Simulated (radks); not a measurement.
Task: The mean radii <r> (bohr) of the occupied orbitals of an atom or ion are listed with their occupations. All-electron calculation, non-relativistic Kohn-Sham, BLYP, spin-polarised, spherical densities, point nucleus. Program: a radial shooting solver on a logarithmic mesh with Libxc functionals.

orbital  occ.      <r>
1s up       1  0.06705
1s down     1  0.06705
2s up       1   0.3112
2s down     1   0.3110
2p up       3   0.2752
2p down     3   0.2750
3s up       1   0.9295
3s down     1   0.9304
3p up       3   0.9717
3p down     3   0.9734
3d up       1    1.081
5s up       1    4.636

Name the element and its charge. Open shells, if any, are filled with parallel spins first.

Result: Z = 23, vanadium, charge +3: V3+ in [Ar] 3d1 5s1. The 1s radius gives Z: for a bare nucleus <r> = 1.5/Z, 0.06522 bohr for Z = 23, and screening makes it slightly larger (0.06705 here). The occupations add up to 20, and the charge is Z minus that.
